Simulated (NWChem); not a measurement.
Molecule: AlCl, singlet; SMILES [Al][Cl]

Program: NWChem. Low-valent species are run as closed-shell singlets; no triplet was tried in these runs. Coordinates come from a PBE0/def2-SVP optimisation.

For level PBE0/pcseg-1:

```
Quantity                     Value
---------------------------  -----
highest occupied level (eV)  -7.09
orbital gap (eV)              5.30
dipole (D)                    1.75
```

What are these values for level PBE0/STO-3G?


- highest occupied level (eV) = -3.55
- orbital gap (eV) = 7.81
- dipole (D) = 3.96
